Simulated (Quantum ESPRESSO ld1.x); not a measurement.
Results of a calculation; reference values are marked as such.
Question: Te3+, 49 electrons, occupied as [Kr] 4d10 5s2 5p1 (the NIST ground configuration). Code: ld1.x of Quantum ESPRESSO 7.5. Model: scalar-relativistic Kohn-Sham, LDA (Slater exchange, VWN5 correlation), spin-polarised, spherical densities, point nucleus; open shells are filled with parallel spins first. Some entries of the table are withheld. Estimate them.

orbital  occ.  eigenvalue (eV)  <r> (bohr)
1s up       1       -31625.069     0.02784
1s down     1       -31625.026     0.02784
2s up       1        -4877.163      0.1200
2s down     1        -4877.142      0.1200
2p up       3        -4383.938      0.1048
2p down     3        -4383.904      0.1048
3s up       1         -995.066      0.3226
3s down     1         -995.029      0.3226
3p up       3         -834.717      0.3206
3p down     3         -834.675      0.3206
3d up       5         -591.546      0.2970
3d down     5         -591.507      0.2970
4s up       1         -195.022      0.7643
4s down     1         -194.939      0.7641
4p up       3              (1)      0.8205
4p down     3              (2)      0.8201
4d up       5          -72.544      0.9667
4d down     5          -72.375      0.9641
5s up       1              (3)         (4)
5s down     1              (5)         (6)
5p up       1          -32.388       2.216
5p down     0          -31.491       2.219

Answer: 
(1) 4p up eigenvalue (eV): -145.190
(2) 4p down eigenvalue (eV): -145.094
(3) 5s up eigenvalue (eV): -43.522
(4) 5s up <r> (bohr): 1.917
(5) 5s down eigenvalue (eV): -42.679
(6) 5s down <r> (bohr): 1.912
